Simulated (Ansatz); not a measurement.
Molecular dynamics of FGeH3O2

The input (input.yaml):

```yaml
crystal:
  periodic: [false, false, false]
  atoms:
    - { symbol: Ge, position_ang: [0.125903, -0.028375, -0.336045] }
    - { symbol: F, position_ang: [0.892521, 0.047468, 1.528124] }
    - { symbol: H, position_ang: [1.548045, -0.093798, 0.427005] }
    - { symbol: O, position_ang: [-0.794698, 1.401924, -0.660529] }
    - { symbol: H, position_ang: [-1.734841, 1.324167, -0.564478] }
    - { symbol: O, position_ang: [-1.129553, -1.236579, -0.247673] }
    - { symbol: H, position_ang: [-0.878575, -2.111208, 0.009497] }
basis:
  gaussian: { orbitals: def2-SVP }
hamiltonian:
  xc: hf
md:
  timestep: 0.5
  n_steps: 200
  ensemble: nve
  temperature: 300.0
  initial_velocities: maxwell_boltzmann
  seed: 8239
```

Run as:

```bash
$ ansatz run input.yaml --threads 1 --pin off --max-ram 2048MiB --backend cpu --events-out ev --progress --plain --runs-dir out
```

It starts at the highest image of a converged band. Of that band: Neighbouring images differ by up to 3.5 eV, so the band resolves the path poorly. A vibrational analysis at the climbing image gives one clearly imaginary mode, 1863i cm⁻¹: a first-order saddle point.

Output, in part (one step line in 3, the closing report, with atoms numbered from 0):

```
md step     0: t =     0.00 fs  T =   300.0 K  F+E_penalty+E_count = -63287.57883356 eV  E_kin = 0.193890 eV  conserved = -63287.38494356 eV  (36 SCF iters)
md step     3: t =     1.50 fs  T =   232.6 K  F+E_penalty+E_count = -63287.53387975 eV  E_kin = 0.150341 eV  conserved = -63287.38353907 eV  (38 SCF iters)
md step     6: t =     3.00 fs  T =   220.6 K  F+E_penalty+E_count = -63287.52625791 eV  E_kin = 0.142553 eV  conserved = -63287.38370456 eV  (38 SCF iters)
md step     9: t =     4.50 fs  T =   239.9 K  F+E_penalty+E_count = -63287.53988133 eV  E_kin = 0.155026 eV  conserved = -63287.38485499 eV  (39 SCF iters)
md step    12: t =     6.00 fs  T =   150.1 K  F+E_penalty+E_count = -63287.47997232 eV  E_kin = 0.096993 eV  conserved = -63287.38297894 eV  (37 SCF iters)
md step    15: t =     7.50 fs  T =   197.7 K  F+E_penalty+E_count = -63287.51204361 eV  E_kin = 0.127761 eV  conserved = -63287.38428263 eV  (37 SCF iters)
md step    18: t =     9.00 fs  T =   249.2 K  F+E_penalty+E_count = -63287.54446213 eV  E_kin = 0.161055 eV  conserved = -63287.38340665 eV  (36 SCF iters)
md step    21: t =    10.50 fs  T =   431.6 K  F+E_penalty+E_count = -63287.66095695 eV  E_kin = 0.278927 eV  conserved = -63287.38203045 eV  (37 SCF iters)
md step    24: t =    12.00 fs  T =   957.2 K  F+E_penalty+E_count = -63288.00504432 eV  E_kin = 0.618612 eV  conserved = -63287.38643266 eV  (35 SCF iters)
md step    27: t =    13.50 fs  T =  1060.5 K  F+E_penalty+E_count = -63288.07473240 eV  E_kin = 0.685384 eV  conserved = -63287.38934860 eV  (34 SCF iters)
md step    30: t =    15.00 fs  T =  1244.4 K  F+E_penalty+E_count = -63288.18812428 eV  E_kin = 0.804225 eV  conserved = -63287.38389926 eV  (33 SCF iters)
md step    33: t =    16.50 fs  T =  1792.3 K  F+E_penalty+E_count = -63288.55096319 eV  E_kin = 1.158353 eV  conserved = -63287.39260975 eV  (34 SCF iters)
md step    36: t =    18.00 fs  T =  1258.8 K  F+E_penalty+E_count = -63288.19530825 eV  E_kin = 0.813579 eV  conserved = -63287.38172961 eV  (36 SCF iters)
md step    39: t =    19.50 fs  T =  1427.2 K  F+E_penalty+E_count = -63288.30444074 eV  E_kin = 0.922368 eV  conserved = -63287.38207257 eV  (35 SCF iters)
md step    42: t =    21.00 fs  T =  2215.8 K  F+E_penalty+E_count = -63288.82639856 eV  E_kin = 1.432101 eV  conserved = -63287.39429725 eV  (34 SCF iters)
md step    45: t =    22.50 fs  T =  1817.9 K  F+E_penalty+E_count = -63288.55263800 eV  E_kin = 1.174880 eV  conserved = -63287.37775825 eV  (33 SCF iters)
md step    48: t =    24.00 fs  T =  2339.2 K  F+E_penalty+E_count = -63288.90944645 eV  E_kin = 1.511845 eV  conserved = -63287.39760174 eV  (33 SCF iters)
md step    51: t =    25.50 fs  T =  2063.7 K  F+E_penalty+E_count = -63288.71885295 eV  E_kin = 1.333774 eV  conserved = -63287.38507870 eV  (34 SCF iters)
md step    54: t =    27.00 fs  T =  1737.8 K  F+E_penalty+E_count = -63288.50335141 eV  E_kin = 1.123119 eV  conserved = -63287.38023199 eV  (35 SCF iters)
md step    57: t =    28.50 fs  T =  2446.7 K  F+E_penalty+E_count = -63288.97029185 eV  E_kin = 1.581272 eV  conserved = -63287.38902007 eV  (34 SCF iters)
md step    60: t =    30.00 fs  T =  2492.2 K  F+E_penalty+E_count = -63289.00300405 eV  E_kin = 1.610679 eV  conserved = -63287.39232522 eV  (34 SCF iters)
md step    63: t =    31.50 fs  T =  2527.6 K  F+E_penalty+E_count = -63289.02197844 eV  E_kin = 1.633601 eV  conserved = -63287.38837773 eV  (37 SCF iters)
md step    66: t =    33.00 fs  T =  2817.0 K  F+E_penalty+E_count = -63289.21105481 eV  E_kin = 1.820659 eV  conserved = -63287.39039581 eV  (35 SCF iters)
md step    69: t =    34.50 fs  T =  2257.0 K  F+E_penalty+E_count = -63288.83866906 eV  E_kin = 1.458705 eV  conserved = -63287.37996399 eV  (35 SCF iters)
md step    72: t =    36.00 fs  T =  2755.9 K  F+E_penalty+E_count = -63289.16639608 eV  E_kin = 1.781130 eV  conserved = -63287.38526634 eV  (36 SCF iters)
md step    75: t =    37.50 fs  T =  3199.5 K  F+E_penalty+E_count = -63289.46633656 eV  E_kin = 2.067836 eV  conserved = -63287.39850029 eV  (35 SCF iters)
md step    78: t =    39.00 fs  T =  2776.0 K  F+E_penalty+E_count = -63289.17008865 eV  E_kin = 1.794149 eV  conserved = -63287.37593991 eV  (36 SCF iters)
md step    81: t =    40.50 fs  T =  3374.7 K  F+E_penalty+E_count = -63289.57682466 eV  E_kin = 2.181087 eV  conserved = -63287.39573772 eV  (34 SCF iters)
md step    84: t =    42.00 fs  T =  2661.9 K  F+E_penalty+E_count = -63289.10110620 eV  E_kin = 1.720416 eV  conserved = -63287.38068980 eV  (37 SCF iters)
md step    87: t =    43.50 fs  T =  2820.9 K  F+E_penalty+E_count = -63289.20581964 eV  E_kin = 1.823147 eV  conserved = -63287.38267219 eV  (36 SCF iters)
md step    90: t =    45.00 fs  T =  3447.7 K  F+E_penalty+E_count = -63289.62667917 eV  E_kin = 2.228228 eV  conserved = -63287.39845131 eV  (35 SCF iters)
md step    93: t =    46.50 fs  T =  2777.0 K  F+E_penalty+E_count = -63289.16558375 eV  E_kin = 1.794748 eV  conserved = -63287.37083563 eV  (36 SCF iters)
md step    96: t =    48.00 fs  T =  3440.6 K  F+E_penalty+E_count = -63289.62293050 eV  E_kin = 2.223689 eV  conserved = -63287.39924175 eV  (34 SCF iters)
md step    99: t =    49.50 fs  T =  2802.1 K  F+E_penalty+E_count = -63289.19330953 eV  E_kin = 1.810995 eV  conserved = -63287.38231461 eV  (36 SCF iters)
md step   102: t =    51.00 fs  T =  2663.3 K  F+E_penalty+E_count = -63289.10197392 eV  E_kin = 1.721259 eV  conserved = -63287.38071476 eV  (36 SCF iters)
md step   105: t =    52.50 fs  T =  3412.7 K  F+E_penalty+E_count = -63289.60084735 eV  E_kin = 2.205652 eV  conserved = -63287.39519534 eV  (37 SCF iters)
md step   108: t =    54.00 fs  T =  2885.6 K  F+E_penalty+E_count = -63289.24151644 eV  E_kin = 1.864938 eV  conserved = -63287.37657865 eV  (35 SCF iters)
md step   111: t =    55.50 fs  T =  3400.4 K  F+E_penalty+E_count = -63289.59694802 eV  E_kin = 2.197679 eV  conserved = -63287.39926881 eV  (35 SCF iters)
md step   114: t =    57.00 fs  T =  3024.0 K  F+E_penalty+E_count = -63289.33961259 eV  E_kin = 1.954420 eV  conserved = -63287.38519303 eV  (36 SCF iters)
md step   117: t =    58.50 fs  T =  2596.4 K  F+E_penalty+E_count = -63289.05794365 eV  E_kin = 1.678040 eV  conserved = -63287.37990410 eV  (35 SCF iters)
md step   120: t =    60.00 fs  T =  3261.9 K  F+E_penalty+E_count = -63289.49939882 eV  E_kin = 2.108139 eV  conserved = -63287.39125961 eV  (35 SCF iters)
md step   123: t =    61.50 fs  T =  2974.1 K  F+E_penalty+E_count = -63289.30963134 eV  E_kin = 1.922137 eV  conserved = -63287.38749448 eV  (35 SCF iters)
md step   126: t =    63.00 fs  T =  3060.5 K  F+E_penalty+E_count = -63289.37222358 eV  E_kin = 1.978013 eV  conserved = -63287.39421022 eV  (60 SCF iters)
md step   129: t =    64.50 fs  T =  2995.6 K  F+E_penalty+E_count = -63289.32438450 eV  E_kin = 1.936033 eV  conserved = -63287.38835178 eV  (35 SCF iters)
md step   132: t =    66.00 fs  T =  2366.8 K  F+E_penalty+E_count = -63288.90926250 eV  E_kin = 1.529654 eV  conserved = -63287.37960873 eV  (36 SCF iters)
md step   135: t =    67.50 fs  T =  2886.9 K  F+E_penalty+E_count = -63289.25331877 eV  E_kin = 1.865808 eV  conserved = -63287.38751060 eV  (36 SCF iters)
md step   138: t =    69.00 fs  T =  2940.7 K  F+E_penalty+E_count = -63289.29650872 eV  E_kin = 1.900579 eV  conserved = -63287.39592999 eV  (23 SCF iters)
md step   141: t =    70.50 fs  T =  2697.8 K  F+E_penalty+E_count = -63289.12966126 eV  E_kin = 1.743556 eV  conserved = -63287.38610493 eV  (24 SCF iters)
md step   144: t =    72.00 fs  T =  3017.9 K  F+E_penalty+E_count = -63289.34209992 eV  E_kin = 1.950495 eV  conserved = -63287.39160494 eV  (24 SCF iters)
md step   147: t =    73.50 fs  T =  2360.3 K  F+E_penalty+E_count = -63288.90548169 eV  E_kin = 1.525433 eV  conserved = -63287.38004847 eV  (36 SCF iters)
md step   150: t =    75.00 fs  T =  2750.9 K  F+E_penalty+E_count = -63289.16287274 eV  E_kin = 1.777907 eV  conserved = -63287.38496617 eV  (36 SCF iters)
md step   153: t =    76.50 fs  T =  3081.2 K  F+E_penalty+E_count = -63289.39145906 eV  E_kin = 1.991351 eV  conserved = -63287.40010774 eV  (35 SCF iters)
md step   156: t =    78.00 fs  T =  2586.8 K  F+E_penalty+E_count = -63289.05107360 eV  E_kin = 1.671824 eV  conserved = -63287.37925004 eV  (24 SCF iters)
md step   159: t =    79.50 fs  T =  3082.7 K  F+E_penalty+E_count = -63289.38618400 eV  E_kin = 1.992349 eV  conserved = -63287.39383487 eV  (35 SCF iters)
md step   162: t =    81.00 fs  T =  2405.4 K  F+E_penalty+E_count = -63288.93540963 eV  E_kin = 1.554633 eV  conserved = -63287.38077691 eV  (37 SCF iters)
md step   165: t =    82.50 fs  T =  2608.4 K  F+E_penalty+E_count = -63289.06899778 eV  E_kin = 1.685810 eV  conserved = -63287.38318773 eV  (36 SCF iters)
md step   168: t =    84.00 fs  T =  3060.1 K  F+E_penalty+E_count = -63289.37841559 eV  E_kin = 1.977769 eV  conserved = -63287.40064655 eV  (35 SCF iters)
md step   171: t =    85.50 fs  T =  2465.5 K  F+E_penalty+E_count = -63288.96829253 eV  E_kin = 1.593442 eV  conserved = -63287.37485045 eV  (36 SCF iters)
md step   174: t =    87.00 fs  T =  3090.1 K  F+E_penalty+E_count = -63289.39227835 eV  E_kin = 1.997128 eV  conserved = -63287.39514991 eV  (34 SCF iters)
md step   177: t =    88.50 fs  T =  2526.3 K  F+E_penalty+E_count = -63289.01453997 eV  E_kin = 1.632718 eV  conserved = -63287.38182171 eV  (37 SCF iters)
md step   180: t =    90.00 fs  T =  2653.6 K  F+E_penalty+E_count = -63289.09746479 eV  E_kin = 1.715025 eV  conserved = -63287.38244004 eV  (39 SCF iters)
md step   183: t =    91.50 fs  T =  3198.3 K  F+E_penalty+E_count = -63289.46690007 eV  E_kin = 2.067069 eV  conserved = -63287.39983110 eV  (38 SCF iters)
md step   186: t =    93.00 fs  T =  2588.2 K  F+E_penalty+E_count = -63289.04537062 eV  E_kin = 1.672772 eV  conserved = -63287.37259833 eV  (39 SCF iters)
md step   189: t =    94.50 fs  T =  3234.0 K  F+E_penalty+E_count = -63289.48704509 eV  E_kin = 2.090123 eV  conserved = -63287.39692251 eV  (38 SCF iters)
md step   192: t =    96.00 fs  T =  2649.3 K  F+E_penalty+E_count = -63289.09446696 eV  E_kin = 1.712271 eV  conserved = -63287.38219645 eV  (39 SCF iters)
md step   195: t =    97.50 fs  T =  2656.3 K  F+E_penalty+E_count = -63289.09887480 eV  E_kin = 1.716759 eV  conserved = -63287.38211532 eV  (39 SCF iters)
md step   198: t =    99.00 fs  T =  3196.3 K  F+E_penalty+E_count = -63289.46405395 eV  E_kin = 2.065747 eV  conserved = -63287.39830714 eV  (38 SCF iters)
md step   200: t =   100.00 fs  T =  2731.0 K  F+E_penalty+E_count = -63289.14898271 eV  E_kin = 1.765060 eV  conserved = -63287.38392222 eV  (62 SCF iters)
Total energy: -63289.14898271 eV, -2325.8333261887 hartree
Atom 0 at    -0.095271    -0.058556    -1.060592 Å, force    -1.120078     0.195281     0.887301 eV/Å
Atom 1 at     1.828415     0.052309     3.814760 Å, force    -0.170893     2.479722     8.370194 eV/Å
Atom 2 at     1.845748    -0.178608     3.035927 Å, force     0.163416    -2.480449    -8.355740 eV/Å
Atom 3 at    -0.929821     1.398843    -0.518188 Å, force    -0.421415     0.413398     0.333978 eV/Å
Atom 4 at    -1.683583     1.451989     0.091533 Å, force     1.122692    -0.520908    -0.832504 eV/Å
Atom 5 at    -1.109706    -1.109761    -0.010252 Å, force     0.348082     0.314289    -0.465125 eV/Å
Atom 6 at    -1.100829    -2.034802    -0.174497 Å, force     0.078196    -0.401332     0.061896 eV/Å
Dipole moment:     0.009562    -0.474489    -0.453093 e Å
```

All steps were run. The conserved energy stayed within 2.3 meV per atom of its start (net change 0.15 meV per atom), so the integration is sound. The kinetic energy rose, since the run started high on the potential surface and went downhill. It ends in pieces (FH + GeH2O2), so much of that is their flight and rotation, not heat. A run of 0.1 ps of so small a system gives no equilibrium averages. The orbitals stay closed-shell, which can raise the energy where a bond breaks towards radicals; this wasn't checked here.

Between its relaxed ends the band would form F2–H3 and break Ge1–F2, Ge1–H3. These pairs go: F2–H3 1.29 → 0.81 Å, Ge1–F2 2.02 → 5.24 Å, Ge1–H3 1.62 → 4.53 Å. In the last frame they stand as after the step (other bonds may differ from the relaxed reactants and products). It ends as FH + GeH2O2. Pairs count as bonded within 1.25 times the sum of covalent radii (0.12 Å more for H–H).

Last frame:

```xyz
7
Properties=species:S:1:pos:R:3
Ge -0.095 -0.059 -1.061
F 1.828 0.052 3.815
H 1.846 -0.179 3.036
O -0.930 1.399 -0.518
H -1.684 1.452 0.091
O -1.110 -1.110 -0.010
H -1.101 -2.035 -0.174
```

The run took 9.3 min on 1 thread of Arm Neoverse N1 (shared host), peak memory 0.17 GiB.
